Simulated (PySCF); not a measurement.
Here is a job for PySCF.
```python
from pyscf import gto, scf, dft

mol = gto.Mole()
mol.atom = '''
    Te    0.07557501    0.01248993    0.10337542
    F     0.96051296    1.97270793   -0.10944578
    F     1.54213324   -1.56088486   -0.10772023
    F    -1.25744532   -1.53123361   -0.18942752
    F    -1.68185650    1.04724648   -0.19068666
'''
mol.basis = 'def2-svp'
mol.ecp = {'Te': 'def2-svp'}
mol.charge = -1
mol.spin = 1
mol.verbose = 4
mol.build()

mf = dft.UKS(mol)
mf.xc = 'scan'
mf.kernel()
```

What does this run give for the Mulliken (on the basis functions themselves) charges in atom order, total energy, <S^2>, number of basis functions, HOMO energy?


```
Quantity                                                                                                      Result
------------------------------------------------------------------  ------------------------------------------------
Mulliken (on the basis functions themselves) charges in atom order  Te1 1.02, F2 -0.52, F3 -0.52, F4 -0.49, F5 -0.49
total energy                                                                                          -667.113561 Ha
<S^2>                                                                                                          0.752
number of basis functions                                                                                         82
HOMO energy                                                                                                 -0.65 eV
```

These values belong to the state on which the SCF converged, which isn't shown to be the lowest.
